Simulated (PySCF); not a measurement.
This script is equivalent to a calculation on Te (tellurium, neutral).

```python
from pyscf import gto, scf, dft, mp, cc
import basis_set_exchange as bse
mol = gto.M(atom="Te 0 0 0", charge=0, spin=2, symmetry="D2h",
            basis=gto.basis.parse(bse.get_basis("x2c-SVPall", elements=["Te"], fmt="nwchem", header=False)),
            nucmod="G")
mf = dft.UKS(mol, xc="PBE").sfx2c1e()
mf.irrep_nelec = {'Ag': (9, 9), 'B1g': (2, 2), 'B2g': (2, 2), 'B3g': (2, 2), 'B1u': (4, 3), 'B2u': (4, 4), 'B3u': (4, 3)}
mf.kernel()
```

Q: What total energy does it give?

A: -6792.50 hartree (calculated).

Q: Which occupied shell lies highest, and where?

A: 5p β, at -4.892 eV.

Q: What is ⟨S²⟩, and what would a pure spin state give?

A: 2.001, against 2.00.
